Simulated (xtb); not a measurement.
Bi(Me)(OH)2 (CH5BiO2), SMILES [CH3][Bi]([OH])[OH]. All values are semi-empirical tight-binding results from xtb (GFN2-xTB unless named), good for trends rather than for accurate numbers. Geometry optimised at GFN2-xTB. The structure was generated by enumeration; whether it is a known compound was not checked. The values are those of a single conformer.

Optimised geometry:

```xyz
9

Bi    -0.0307    -0.0086     0.3091
C      1.3890     1.2135    -0.9366
H      2.3964     0.8452    -0.7988
H      1.3409     2.2522    -0.6398
H      1.1210     1.1320    -1.9803
O      0.4245    -1.7260    -0.7559
H      0.5155    -1.5405    -1.6880
O     -1.6426     0.5102    -0.8836
H     -1.4161     0.4697    -1.8106
```

A frequency run showed that this geometry is not a minimum.

For metal compounds this method's bond lengths and energies can be far off.

| Quantity | Result |
|---|---|
| orbital gap | 6.53 eV |

Computed atomic charges and the Wiberg bond orders between heavy atoms:
charges (e) Bi1 0.76, C2 -0.23, H3 0.03, H4 0.03, H5 0.04, O6 -0.61, H7 0.29, O8 -0.61, H9 0.29. Bond orders Bi1–C2 0.93, Bi1–O6 0.88, Bi1–O8 0.88.
